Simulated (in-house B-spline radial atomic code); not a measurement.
Checks on a self-consistent run for Bi4+, [Xe] 4f14 5d9 6s1 7p1. Level of theory: Dirac-Hartree-Fock, average of configuration, Fermi nucleus of rms radius 5.5211 fm; calculated with a B-spline radial code for spherical atoms.

```json
{"orbital": "1s1/2", "q": "2", "ε (Eh)": "-3351.39562", "<1/r>": "103.167", "<r²>": "0.000346323", "small-component weight": "0.10052"}
{"orbital": "2s1/2", "q": "2", "ε (Eh)": "-609.36793", "<1/r>": "25.5796", "<r²>": "0.005185", "small-component weight": "0.02326"}
{"orbital": "2p1/2", "q": "2", "ε (Eh)": "-584.46109", "<1/r>": "25.4886", "<r²>": "0.00365301", "small-component weight": "0.023314"}
{"orbital": "2p3/2", "q": "4", "ε (Eh)": "-499.08653", "<1/r>": "20.2327", "<r²>": "0.00482915", "small-component weight": "0.020448"}
{"orbital": "3s1/2", "q": "2", "ε (Eh)": "-151.26165", "<1/r>": "9.38892", "<r²>": "0.0335048", "small-component weight": "0.0078625"}
{"orbital": "3p1/2", "q": "2", "ε (Eh)": "-140.06969", "<1/r>": "9.28586", "<r²>": "0.0304915", "small-component weight": "0.0077937"}
{"orbital": "3p3/2", "q": "4", "ε (Eh)": "-120.71482", "<1/r>": "7.91578", "<r²>": "0.0367526", "small-component weight": "0.0069719"}
{"orbital": "3d3/2", "q": "4", "ε (Eh)": "-102.59187", "<1/r>": "7.79641", "<r²>": "0.0280747", "small-component weight": "0.0068275"}
{"orbital": "3d5/2", "q": "6", "ε (Eh)": "-98.52506", "<1/r>": "7.49338", "<r²>": "0.0297713", "small-component weight": "0.0066068"}
{"orbital": "4s1/2", "q": "2", "ε (Eh)": "-37.69261", "<1/r>": "3.9743", "<r²>": "0.160241", "small-component weight": "0.0026955"}
{"orbital": "4p1/2", "q": "2", "ε (Eh)": "-32.79108", "<1/r>": "3.86269", "<r²>": "0.162583", "small-component weight": "0.0025987"}
{"orbital": "4p3/2", "q": "4", "ε (Eh)": "-27.95902", "<1/r>": "3.40953", "<r²>": "0.191893", "small-component weight": "0.0023086"}
{"orbital": "4d3/2", "q": "4", "ε (Eh)": "-19.98413", "<1/r>": "3.20851", "<r²>": "0.19907", "small-component weight": "0.0020977"}
{"orbital": "4d5/2", "q": "6", "ε (Eh)": "-19.07229", "<1/r>": "3.10308", "<r²>": "0.209334", "small-component weight": "0.0020168"}
{"orbital": "5s1/2", "q": "2", "ε (Eh)": "-8.59716", "<1/r>": "1.64009", "<r²>": "0.785636", "small-component weight": "0.00071082"}
{"orbital": "5p1/2", "q": "2", "ε (Eh)": "-6.80533", "<1/r>": "1.52698", "<r²>": "0.889068", "small-component weight": "0.00063304"}
{"orbital": "5p3/2", "q": "4", "ε (Eh)": "-5.85946", "<1/r>": "1.36854", "<r²>": "1.05516", "small-component weight": "0.000545"}
{"orbital": "4f5/2", "q": "6", "ε (Eh)": "-8.66226", "<1/r>": "2.77053", "<r²>": "0.226129", "small-component weight": "0.0016532"}
{"orbital": "4f7/2", "q": "8", "ε (Eh)": "-8.45374", "<1/r>": "2.73045", "<r²>": "0.232215", "small-component weight": "0.0016201"}
{"orbital": "5d3/2", "q": "3.6", "ε (Eh)": "-3.24985", "<1/r>": "1.13238", "<r²>": "1.51157", "small-component weight": "0.00039014"}
{"orbital": "5d5/2", "q": "5.4", "ε (Eh)": "-3.12623", "<1/r>": "1.09365", "<r²>": "1.60366", "small-component weight": "0.00036787"}
{"orbital": "6s1/2", "q": "1", "ε (Eh)": "-2.25295", "<1/r>": "0.680548", "<r²>": "4.0569", "small-component weight": "0.00016168"}
{"orbital": "7p1/2", "q": "0.33333", "ε (Eh)": "-0.85354", "<1/r>": "0.299212", "<r²>": "20.7442", "small-component weight": "4.2223e-05"}
{"orbital": "7p3/2", "q": "0.66667", "ε (Eh)": "-0.81029", "<1/r>": "0.282377", "<r²>": "23.0503", "small-component weight": "3.8534e-05"}
```

Electron-electron repulsion V_ee = 7754.0046 hartree.

(1) What total energy follows from the eigenvalues?

(2) Does the Dirac virial theorem hold?

(3) What diamagnetic shielding (Lamb formula) and susceptibility (Langevin formula) do the radii give?

Answers

(1) The eigenvalues count the repulsion twice, so E = Σqε - V_ee = -13806.514 - 7754.005 = -21560.519 hartree; the run printed -21560.519.

(2) For a point nucleus E = -2c²Σq·w, with w the small-component weight. Here Σq·w = 0.57379 and c = 137.0360, so the ratio E/(-2c²Σq·w) is 1.000479; the finite nucleus accounts for the departure from 1.

(3) σ = (α²/3)Σq<1/r> = 656.55/(3·137.036²) = 11654 ppm, and χ = -0.79199×10⁻⁶·Σq<r²> = -43.79×10⁻⁶ cm³/mol with Σq<r²> = 55.294 bohr². Both are non-relativistic formulas without the paramagnetism of open shells; for so heavy an element the full relativistic shielding is larger by tens of per cent.
